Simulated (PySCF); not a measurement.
C3H5F3, SMILES CCC(F)(F)F. Coordinates come from a TPSSh-D3(BJ)/def2-SVP optimisation.

Computed equilibrium geometry at TPSSh-D3(BJ)/def2-SVP (PySCF confirms it by a frequency run) as Cartesian coordinates in Å, and its point group:
point group Cs.
```xyz
11

C     -0.0905    -2.0822     0.0000
C      0.8036    -0.8443     0.0000
C      0.0219     0.4498     0.0000
F     -0.7744     0.5562     1.0852
F      0.8407     1.5206     0.0000
F     -0.7744     0.5562    -1.0852
H     -0.7351    -2.0989    -0.8912
H     -0.7351    -2.0989     0.8912
H      0.5225    -2.9948     0.0000
H      1.4555    -0.8220    -0.8868
H      1.4555    -0.8220     0.8868
```
